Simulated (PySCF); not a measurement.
H11NSi4, SMILES N[Si]([SiH3])([SiH3])[SiH3].

Geometry optimised at r2SCAN-D4/def2-SVP. Other conformers were not sampled.

All values below come from M06-2X/def2-TZVP in PySCF.

Symmetry labels are those of the subgroup Cs that the program uses (full group Cs).

Computed valence orbital energies around the gap with their symmetry:
| orbital | symmetry | energy (eV) |
|---|---|---|
| HOMO−7 | A" | -11.13 |
| HOMO−6 | A' | -11.02 |
| HOMO−5 | A" | -10.96 |
| HOMO−4 | A' | -10.90 |
| HOMO−3 | A" | -10.81 |
| HOMO−2 | A' | -10.03 |
| HOMO−1 | A" | -8.71 |
| HOMO | A' | -8.00 |
| LUMO | A' | 0.01 |
| LUMO+1 | A" | 0.54 |
| LUMO+2 | A' | 0.65 |
| LUMO+3 | A' | 1.02 |
